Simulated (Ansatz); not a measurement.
All values below come from PBE0-D3(BJ)/def2-TZVP run with Ansatz (a first-principles code). No frequencies were computed at this level.

Ansatz 0.2 input:
```yaml
crystal:
  periodic: [false, false, false]
  atoms:
    - { symbol: B, position_ang: [1.809309, 0.566547, -0.434225] }
    - { symbol: Si, position_ang: [0.558216, -0.534789, 0.551975] }
    - { symbol: Si, position_ang: [-1.609079, 0.017954, -0.117015] }
    - { symbol: H, position_ang: [2.208319, 0.249356, -1.488915] }
    - { symbol: H, position_ang: [2.135984, 1.622611, -0.045825] }
    - { symbol: H, position_ang: [0.594987, -0.399994, 2.021728] }
    - { symbol: H, position_ang: [0.693331, -1.993893, 0.370827] }
    - { symbol: H, position_ang: [-2.549897, 0.117911, 0.99986] }
    - { symbol: H, position_ang: [-1.665972, 1.311931, -0.807356] }
    - { symbol: H, position_ang: [-2.175116, -0.957044, -1.051834] }
basis:
  gaussian: { orbitals: def2-tzvp }
hamiltonian:
  xc: pbe0
  dispersion: d3bj
relax:
  max_steps: 150
```

Output:

```
Functional definition: PBE0
1013 factors; their error is unknown
mean field evaluation 1: about -16535.6904 eV, gradient 1.9e1 eV
mean field evaluation 2: about -16536.3586 eV, gradient 1.2e1 eV
mean field evaluation 4: about -16536.8870 eV, gradient 6.7e-1 eV
mean field evaluation 8: about -16536.9505 eV, gradient 1.5e-1 eV
mean field -16536.95054476 eV, -607.7217233721 hartree, gradient 6.7e-5 eV, S^2 0.000000; 0 other end points of the search recorded, 0 dependent functions left out
reference -16536.95058254 eV, -607.7217247606 hartree; 20, 20 occupied and 127, 127 virtual orbitals, 1013 factors
relax step   1: F+E_penalty+E_count = -16537.12856496 eV  Δ(F+E_penalty+E_count) = +0.000e0 eV  max|allowed force component| = 7.067e-1 eV/Å  Δτ_max = 0.0000 Å  (24 SCF iters, accepted)
these checks for a lower state are left out or cut short: starts, cluster_reference, orbital_swaps, neighbouring_geometries, increment
1013 factors; their error is unknown
mean field evaluation 16: about -16536.9442 eV, gradient 5.1e0 eV
mean field -16537.04357629 eV, -607.7251422180 hartree, gradient 1.7e-5 eV, S^2 0.000000; 0 other end points of the search recorded, 0 dependent functions left out
reference -16537.04361437 eV, -607.7251436175 hartree; 20, 20 occupied and 127, 127 virtual orbitals, 1013 factors
relax step   2: F+E_penalty+E_count = -16537.22268313 eV  Δ(F+E_penalty+E_count) = -9.412e-2 eV  max|allowed force component| = 2.619e-1 eV/Å  Δτ_max = 0.0833 Å  (28 SCF iters, accepted)
these checks for a lower state are left out or cut short: starts, cluster_reference, orbital_swaps, neighbouring_geometries, increment
1013 factors; their error is unknown
mean field -16537.05126057 eV, -607.7254246102 hartree, gradient 1.6e-5 eV, S^2 0.000000; 0 other end points of the search recorded, 0 dependent functions left out
reference -16537.05129880 eV, -607.7254260150 hartree; 20, 20 occupied and 127, 127 virtual orbitals, 1013 factors
relax step   3: F+E_penalty+E_count = -16537.22970931 eV  Δ(F+E_penalty+E_count) = -7.026e-3 eV  max|allowed force component| = 2.148e-1 eV/Å  Δτ_max = 0.0489 Å  (29 SCF iters, accepted)
these checks for a lower state are left out or cut short: starts, cluster_reference, orbital_swaps, neighbouring_geometries, increment
1013 factors; their error is unknown
mean field evaluation 32: about -16537.0636 eV, gradient 1.9e-1 eV
mean field -16537.06381402 eV, -607.7258859408 hartree, gradient 1.3e-5 eV, S^2 0.000000; 0 other end points of the search recorded, 0 dependent functions left out
reference -16537.06385224 eV, -607.7258873454 hartree; 20, 20 occupied and 127, 127 virtual orbitals, 1013 factors
relax step   4: F+E_penalty+E_count = -16537.24391858 eV  Δ(F+E_penalty+E_count) = -1.421e-2 eV  max|allowed force component| = 1.558e-1 eV/Å  Δτ_max = 0.2000 Å  (27 SCF iters, accepted)
these checks for a lower state are left out or cut short: starts, cluster_reference, orbital_swaps, neighbouring_geometries, increment
1013 factors; their error is unknown
mean field -16537.06611513 eV, -607.7259705049 hartree, gradient 1.9e-5 eV, S^2 0.000000; 0 other end points of the search recorded, 0 dependent functions left out
reference -16537.06615309 eV, -607.7259719000 hartree; 20, 20 occupied and 127, 127 virtual orbitals, 1013 factors
relax step   5: F+E_penalty+E_count = -16537.24789975 eV  Δ(F+E_penalty+E_count) = -3.981e-3 eV  max|allowed force component| = 1.286e-1 eV/Å  Δτ_max = 0.1338 Å  (28 SCF iters, accepted)
these checks for a lower state are left out or cut short: starts, cluster_reference, orbital_swaps, neighbouring_geometries, increment
1013 factors; their error is unknown
mean field -16537.07099894 eV, -607.7261499816 hartree, gradient 1.6e-5 eV, S^2 0.000000; 0 other end points of the search recorded, 0 dependent functions left out
reference -16537.07103690 eV, -607.7261513766 hartree; 20, 20 occupied and 127, 127 virtual orbitals, 1013 factors
relax step   6: F+E_penalty+E_count = -16537.25202010 eV  Δ(F+E_penalty+E_count) = -4.120e-3 eV  max|allowed force component| = 1.691e-2 eV/Å  Δτ_max = 0.0850 Å  (29 SCF iters, accepted)
these checks for a lower state are left out or cut short: starts, cluster_reference, orbital_swaps, neighbouring_geometries, increment
1013 factors; their error is unknown
mean field -16537.07257085 eV, -607.7262077483 hartree, gradient 9.2e-6 eV, S^2 0.000000; 0 other end points of the search recorded, 0 dependent functions left out
reference -16537.07260898 eV, -607.7262091498 hartree; 20, 20 occupied and 127, 127 virtual orbitals, 1013 factors
relax step   7: F+E_penalty+E_count = -16537.25229836 eV  Δ(F+E_penalty+E_count) = -2.783e-4 eV  max|allowed force component| = 2.180e-1 eV/Å  Δτ_max = 0.1953 Å  (28 SCF iters, accepted)
these checks for a lower state are left out or cut short: starts, cluster_reference, orbital_swaps, neighbouring_geometries, increment
1013 factors; their error is unknown
mean field evaluation 64: about -16537.0758 eV, gradient 1.6e-5 eV
mean field -16537.07577059 eV, -607.7263253366 hartree, gradient 1.6e-5 eV, S^2 0.000000; 0 other end points of the search recorded, 0 dependent functions left out
reference -16537.07580862 eV, -607.7263267343 hartree; 20, 20 occupied and 127, 127 virtual orbitals, 1013 factors
relax step   8: F+E_penalty+E_count = -16537.25572789 eV  Δ(F+E_penalty+E_count) = -3.430e-3 eV  max|allowed force component| = 7.670e-2 eV/Å  Δτ_max = 0.0472 Å  (27 SCF iters, accepted)
these checks for a lower state are left out or cut short: starts, cluster_reference, orbital_swaps, neighbouring_geometries, increment
1013 factors; their error is unknown
mean field -16537.07969594 eV, -607.7264695906 hartree, gradient 1.6e-5 eV, S^2 0.000000; 0 other end points of the search recorded, 0 dependent functions left out
reference -16537.07973409 eV, -607.7264709927 hartree; 20, 20 occupied and 127, 127 virtual orbitals, 1013 factors
relax step   9: F+E_penalty+E_count = -16537.25933774 eV  Δ(F+E_penalty+E_count) = -3.610e-3 eV  max|allowed force component| = 2.047e-2 eV/Å  Δτ_max = 0.0794 Å  (28 SCF iters, accepted)
these checks for a lower state are left out or cut short: starts, cluster_reference, orbital_swaps, neighbouring_geometries, increment
1013 factors; their error is unknown
mean field -16537.08059174 eV, -607.7265025105 hartree, gradient 8.7e-6 eV, S^2 0.000000; 0 other end points of the search recorded, 0 dependent functions left out
reference -16537.08063013 eV, -607.7265039215 hartree; 20, 20 occupied and 127, 127 virtual orbitals, 1013 factors
relax step  10: F+E_penalty+E_count = -16537.25940646 eV  Δ(F+E_penalty+E_count) = -6.872e-5 eV  max|allowed force component| = 1.488e-1 eV/Å  Δτ_max = 0.1761 Å  (27 SCF iters, accepted)
these checks for a lower state are left out or cut short: starts, cluster_reference, orbital_swaps, neighbouring_geometries, increment
1013 factors; their error is unknown
mean field -16537.08213592 eV, -607.7265592583 hartree, gradient 1.6e-5 eV, S^2 0.000000; 0 other end points of the search recorded, 0 dependent functions left out
reference -16537.08217431 eV, -607.7265606690 hartree; 20, 20 occupied and 127, 127 virtual orbitals, 1013 factors
relax step  11: F+E_penalty+E_count = -16537.26109286 eV  Δ(F+E_penalty+E_count) = -1.686e-3 eV  max|allowed force component| = 9.576e-2 eV/Å  Δτ_max = 0.0297 Å  (28 SCF iters, accepted)
these checks for a lower state are left out or cut short: starts, cluster_reference, orbital_swaps, neighbouring_geometries, increment
1013 factors; their error is unknown
mean field -16537.08341596 eV, -607.7266062988 hartree, gradient 1.6e-5 eV, S^2 0.000000; 0 other end points of the search recorded, 0 dependent functions left out
reference -16537.08345433 eV, -607.7266077088 hartree; 20, 20 occupied and 127, 127 virtual orbitals, 1013 factors
relax step  12: F+E_penalty+E_count = -16537.26253015 eV  Δ(F+E_penalty+E_count) = -1.437e-3 eV  max|allowed force component| = 5.750e-3 eV/Å  Δτ_max = 0.0297 Å  (29 SCF iters, accepted)
these checks for a lower state are left out or cut short: starts, cluster_reference, orbital_swaps, neighbouring_geometries, increment
1013 factors; their error is unknown
mean field evaluation 96: about -16537.0837 eV, gradient 3.2e-5 eV
mean field -16537.08374741 eV, -607.7266184794 hartree, gradient 1.6e-5 eV, S^2 0.000000; 0 other end points of the search recorded, 0 dependent functions left out
reference -16537.08378576 eV, -607.7266198888 hartree; 20, 20 occupied and 127, 127 virtual orbitals, 1013 factors
relax step  13: F+E_penalty+E_count = -16537.26282768 eV  Δ(F+E_penalty+E_count) = -2.975e-4 eV  max|allowed force component| = 1.335e-2 eV/Å  Δτ_max = 0.0427 Å  (27 SCF iters, accepted)
these checks for a lower state are left out or cut short: starts, cluster_reference, orbital_swaps, neighbouring_geometries, increment
1013 factors; their error is unknown
mean field -16537.08390673 eV, -607.7266243344 hartree, gradient 1.6e-5 eV, S^2 0.000000; 0 other end points of the search recorded, 0 dependent functions left out
reference -16537.08394505 eV, -607.7266257426 hartree; 20, 20 occupied and 127, 127 virtual orbitals, 1013 factors
relax step  14: F+E_penalty+E_count = -16537.26296526 eV  Δ(F+E_penalty+E_count) = -1.376e-4 eV  max|allowed force component| = 1.631e-2 eV/Å  Δτ_max = 0.0318 Å  (27 SCF iters, accepted)
these checks for a lower state are left out or cut short: starts, cluster_reference, orbital_swaps, neighbouring_geometries, increment
1013 factors; their error is unknown
mean field -16537.08392112 eV, -607.7266248630 hartree, gradient 1.6e-5 eV, S^2 0.000000; 0 other end points of the search recorded, 0 dependent functions left out
reference -16537.08395941 eV, -607.7266262703 hartree; 20, 20 occupied and 127, 127 virtual orbitals, 1013 factors
relax step  15: F+E_penalty+E_count = -16537.26302238 eV  Δ(F+E_penalty+E_count) = -5.712e-5 eV  max|allowed force component| = 9.193e-3 eV/Å  Δτ_max = 0.0164 Å  (27 SCF iters, accepted)
1013 factors; their error is unknown
mean field evaluation 128: about -16537.0839 eV, gradient 2.4e-4 eV
mean field -16537.08392112 eV, -607.7266248630 hartree, gradient 1.9e-5 eV, S^2 0.000000; 1 other end points of the search recorded, 0 dependent functions left out
reference -16537.08395941 eV, -607.7266262703 hartree; 20, 20 occupied and 127, 127 virtual orbitals, 1013 factors
Total energy: -16537.26306067 eV, -607.7332081202 hartree
Atom 0 at     1.765955     0.423044    -0.568944 Å, force    -0.004292     0.004903    -0.001137 eV/Å
Atom 1 at     0.545379    -0.499396     0.701259 Å, force    -0.002899    -0.002461     0.008616 eV/Å
Atom 2 at    -1.593600     0.064300    -0.108291 Å, force    -0.001860     0.000340    -0.006648 eV/Å
Atom 3 at     2.106110    -0.103404    -1.586774 Å, force     0.001622    -0.002503    -0.000998 eV/Å
Atom 4 at     2.095526     1.557681    -0.387176 Å, force     0.001586     0.001038    -0.001027 eV/Å
Atom 5 at     0.624232    -0.013574     2.107179 Å, force     0.002235    -0.001977    -0.000654 eV/Å
Atom 6 at     0.641199    -1.985836     0.693313 Å, force    -0.000246     0.000896    -0.000178 eV/Å
Atom 7 at    -2.639683    -0.553670     0.751050 Å, force     0.006320     0.004387    -0.006174 eV/Å
Atom 8 at    -1.779291     1.540416    -0.101055 Å, force    -0.000055    -0.009193    -0.000365 eV/Å
Atom 9 at    -1.765746    -0.428970    -1.501339 Å, force    -0.002411     0.004569     0.008564 eV/Å
Dipole moment:     0.036392    -0.002964     0.004248 e Å
```

Cost: around 60 core-seconds (rough).
